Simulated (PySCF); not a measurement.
Nb(O)(OH)(Me)2 (C2H7NbO2), SMILES [OH][Nb]([CH3])([CH3])=[O], multiplicity 1.

Coordinates come from a B3LYP-D3(BJ)/def2-SVP optimisation. The spin state was assumed, not searched. The def2 effective core potentials stand for the cores of Nb; spin–orbit coupling is left out. The values are those of a single conformer.

Two levels are set side by side: PBE/def2-TZVP (PySCF) and M06-2X/def2-TZVP (PySCF). Same geometry, gas phase. Differences are taken from unrounded values.

```
quantity                     M06-2X    PBE  PBE minus M06-2X
---------------------------  ------  -----  ----------------
orbital gap (eV)               8.42   4.05             -4.38
highest occupied level (eV)   -9.31  -6.62              2.69
lowest empty level (eV)       -0.89  -2.57             -1.69
dipole moment (D)              2.06   1.93             -0.13
mean polarisability (bohr³)    72.1   75.9               3.8
```

Without exact exchange PBE keeps part of each electron's self-repulsion, which lifts occupied levels and narrows the gap. PBE's more diffuse valence density responds more strongly to a field. Differences between two approximate levels are no errors against the true value.

Rough cost on one machine, each run with all the roots and properties that it gave: M06-2X against PBE about 3 times.
